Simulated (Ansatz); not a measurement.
A search over several starts for the lowest SCF solution of closo-1-NB4 (H on N) (B₄NH₅) at the given spin, in a small basis.

```yaml
crystal:
  periodic: [false, false, false]
  atoms:
    - {symbol: B, position_ang: [0.122473, 0.672471, 0.820570]}
    - {symbol: B, position_ang: [0.664089, -0.828410, -0.115166]}
    - {symbol: N, position_ang: [0.644538, 0.604612, -0.596684]}
    - {symbol: B, position_ang: [-0.773533, -0.725602, 0.716106]}
    - {symbol: B, position_ang: [-0.793541, 0.149391, -0.698940]}
    - {symbol: H, position_ang: [0.387032, 1.535254, 1.605122]}
    - {symbol: H, position_ang: [1.525674, -1.619994, -0.362085]}
    - {symbol: H, position_ang: [1.256609, 1.178725, -1.163289]}
    - {symbol: H, position_ang: [-1.494660, -1.402039, 1.383667]}
    - {symbol: H, position_ang: [-1.538682, 0.435583, -1.589311]}
basis:
  gaussian: {orbitals: def2-SVP, initial_orbitals: start.molden}
hamiltonian: {xc: pbe0, dispersion: d4}
output: {orbitals: {seedname: orbitals}}
```

The file start.molden holds the orbitals of an earlier run on this structure, at another level or in another basis.

```sh
$ ansatz run in.yaml --threads 4 --pin off --events-out ev --progress --plain --max-ram 3916MiB
```

It prints (some lines left out):

```
Functional definition: PBE0
1078 factors; their error is unknown
mean field evaluation 1: about -4268.4211 eV, gradient 3.4e0 eV
mean field evaluation 2: about -4268.4507 eV, gradient 2.5e-2 eV
mean field evaluation 4: about -4268.4291 eV, gradient 1.0e-4 eV
mean field evaluation 8: about -4263.2266 eV, gradient 4.4e1 eV
mean field evaluation 16: about -4268.4289 eV, gradient 2.2e-1 eV
mean field -4268.42907774 eV, -156.8618753620 hartree, gradient 2.5e-5 eV, S^2 0.000000; 1 other end points of the search recorded, 0 dependent functions left out
reference -4268.42910520 eV, -156.8618763709 hartree; 16, 16 occupied and 79, 79 virtual orbitals, 1078 factors
Total energy: -4268.59150287 eV, -156.8678443754 hartree
```

Hardware: 4 threads of Arm Neoverse V1 on a shared host. Wall time 1.1 s.
